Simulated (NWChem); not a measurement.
# C2H2ClI; SMILES Cl/C=C\I

Results from NWChem. B3LYP is NWChem's, with the RPA form of VWN correlation. Each level has its own optimisation; frequencies are unscaled. Brackets give each atom's bonded neighbours.

For level Hartree-Fock/STO-3G (all-electron, non-relativistic):

```yaml
r C–Cl (Å): 1.775
r C–I (Å): 2.066
highest harmonic frequency (cm⁻¹): 3721
lowest (cm⁻¹): 137
zero-point energy (kcal/mol): 24.4
```

Task: How do the values read with level B3LYP/3-21G (all-electron, non-relativistic) instead?

Result: 
| Quantity | Value |
|---|---|
| r C–Cl (Å) | 1.824 |
| r C–I (Å) | 2.131 |
| highest harmonic frequency (cm⁻¹) | 3259 |
| lowest (cm⁻¹) | 124 |
| zero-point energy (kcal/mol) | 20.8 |
